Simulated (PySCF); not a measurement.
# Structure from 2D NMR

Compound of formula C₄H₁₁NOSi₃. Correlations simulated from computed shifts and the bond graph:

HSQC (one-bond C–H):
```tsv
δH	δC
6.82	159.4
6.10	121.5
6.10	126.4
5.59	126.4
```

COSY cross peaks (H two or three bonds apart, from the bond graph; peaks can be absent where the dihedral angle is near 90°):
```tsv
δH	δH
6.82	6.10
6.10	5.59
```

HMBC (two and three bonds, from the bond graph):
```tsv
δH	δC
6.82	152.7, 121.5
6.10	159.4, 152.7, 126.4
6.10	152.7, 121.5
5.59	152.7, 121.5
5.55	159.4, 152.7, 126.4, 121.5
```

Carbons without hydrogens: δ 152.7.

Method: GFN2-xTB structure, PBE0/pcSseg-1 with gauge-including orbitals, in PySCF 2.14.0 with density-fitted response routines (a single conformation, relativity neglected, rapidly exchanging positions averaged, no solvent model).

Shifts are taken against calculated references (same method and geometry level): TMS for ¹H, ¹³C.

Exchangeable hydrogens are left out of these lists.

Problem. Which molecule is this?

Solution. `C=C1C=CO[Si@@H]1N([SiH3])[SiH3]`.

Structure with atom numbers: `[CH2:1]=[C:2]1[CH:3]=[CH:4][O:5][Si@@H:6]1[N:7]([SiH3:8])[SiH3:9]`; H(Xn) means a hydrogen on atom n. Ha(C1) is cis to C3; Hb(C1) is trans to C3.

- δC 159.4 is C4, an alkene carbon bearing oxygen (δH 6.82).
- δC 152.7 is C2, a fully substituted alkene carbon.
- δC 126.4 is C1, a terminal =CH2 carbon (δH 6.10, 5.59).
- δC 121.5 is C3, a β carbon of an enol-ether or enamine type C=C (δH 6.10).
- HMBC from δH 6.82 reaches the proton-free carbon C2.
- HMBC from δH 6.10 reaches the proton-free carbon C2.
- HMBC from δH 6.10 reaches the proton-free carbon C2.
- HMBC from δH 5.59 reaches the proton-free carbon C2.
- COSY links 6.82–6.10, 6.10–5.59.

The data come from this structure; uniqueness wasn't tested.

Shifts are as computed. Against solution values, carbons near 30 ppm lie about +3 ppm off and those near 130 ppm about +5 ppm. Of 1211 compounds with measured shifts, 218 miss one by over three times the rms of a fit or turn the order of signals round; such compounds aren't used in these exercises.
